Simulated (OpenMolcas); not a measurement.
GaH2O2F: a line through the functionals

GaH2O2F: 6 atoms, total charge 0, spin state singlet. SMILES: `[OH][Ga]([OH])[F]`. The shape is that of a PBE0-D4/def2-TZVP optimisation. This is one conformer, not always the lowest.

The vertical ionisation energy (to the doublet cation) y, in eV, basis 6-31G(d); a is the functional's share of exact exchange. Programs: OpenMolcas 26.06.

```
functional     program     a  y (eV)
      TPSS  OpenMolcas     0   11.07
    revPBE  OpenMolcas     0   10.96
     B3LYP  OpenMolcas   0.2       ?
      PBE0  OpenMolcas  0.25   11.58
     BHLYP  OpenMolcas   0.5   11.90
```

**Question.** Fit y = c + s·a to the known rows and predict B3LYP.

**Answer.** 
1. Means of the 4 rows: a = 0.1875, y = 11.378.
2. Σ(Δa)² = 0.17188, Σ(Δa·Δy) = 0.31187, so the slope is 0.31187/0.17188 = 1.8145.
3. Intercept: 11.378 − (1.8145) × 0.1875 = 11.038. The largest residual of the fit is 0.088.
4. B3LYP: 11.038 + (1.8145) × 0.2 = 11.40 eV.

The run gave 11.51 eV, so the prediction is off by -0.11 eV, about the largest residual. The rows mix families of semi-local functionals, which the line can't see.
